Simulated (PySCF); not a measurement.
C3H7NSi, SMILES C(CN[SiH3])#C. Atoms are numbered in the order given.

```xyz
12

C      2.1755     1.6020     0.3493
C      1.5760     0.5526     0.4785
C      0.8289    -0.7074     0.5854
N     -0.1846    -0.9096    -0.4406
Si    -1.7405    -0.1249    -0.3823
H      2.7039     2.5312     0.2421
H      0.3408    -0.7504     1.5765
H      1.5460    -1.5494     0.5762
H      0.2269    -1.0280    -1.3641
H     -2.3285    -0.4089     0.9610
H     -2.5708    -0.7260    -1.4662
H     -1.7415     1.3642    -0.5686
```

The structure is a stationary point at r2SCAN-D4/def2-SVP. The values are those of a single conformer.

Computed with PBE/pcSseg-1 (PySCF).

GIAO shieldings, no solvent; atoms listed in one row are averaged. δ = σ(ref) − σ: ¹³C against TMS (σ = 182.0 ppm); ¹⁵N against NH3 (σ = 267.0 ppm); ²⁹Si against TMS (σ = 335.4 ppm); ¹H against TMS (σ = 31.49 ppm), references at their B3LYP-D3(BJ)/def2-TZVP geometries, non-relativistic.

```
nucleus          atoms  count  δ (ppm)
-------  -------------  -----  -------
¹³C                 C2      1     87.4
¹³C                 C1      1     76.6
¹³C                 C3      1     42.0
¹⁵N                 N4      1     34.3
²⁹Si               Si5      1    -52.0
¹H       H10, H11, H12      3     5.06
¹H                  H8      1     4.26
¹H                  H7      1     3.78
¹H                  H6      1     2.33
¹H                  H9      1     0.20
```
